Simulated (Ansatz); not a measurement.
NbBr2, SMILES [Br][Nb][Br] (connectivity only; charge and spin as stated), neutral, multiplicity 4. Atoms are numbered in the order given.

```xyz
3

Nb     0.0000     0.0000    -0.0153
Br     0.0000    -2.4632    -0.0175
Br     0.0000     2.4632    -0.0175
```
Charge 0, spin multiplicity 4.

Geometry: B3LYP-D3(BJ)/def2-SVP. The spin state was assumed, not searched. The def2 effective core potentials stand for the cores of Nb; spin–orbit coupling is left out.

Two levels are set side by side: PBE-D3(BJ)/def2-SVP (Ansatz, a program for electronic structure) and B3LYP-D3(BJ)/def2-SVP (Ansatz). Each level has its own optimised geometry; the coordinates shown are those of the second. Differences are taken from unrounded values.

```csv
quantity,B3LYP-D3(BJ)
mean bond length (Å),2.463
bond Nb1–Br2 (Å),2.463
bond Nb1–Br3 (Å),2.463
```

Q: What does PBE-D3(BJ) give, and how far is it from B3LYP-D3(BJ)? (Estimate from the structure and the level; the computed values follow.)

A: 
```
quantity              PBE-D3(BJ)  PBE-D3(BJ) minus B3LYP-D3(BJ)
--------------------  ----------  -----------------------------
mean bond length (Å)       2.449                         -0.014
bond Nb1–Br2 (Å)           2.449                         -0.014
bond Nb1–Br3 (Å)           2.449                         -0.014
```

Here PBE gives about what the other level gives.
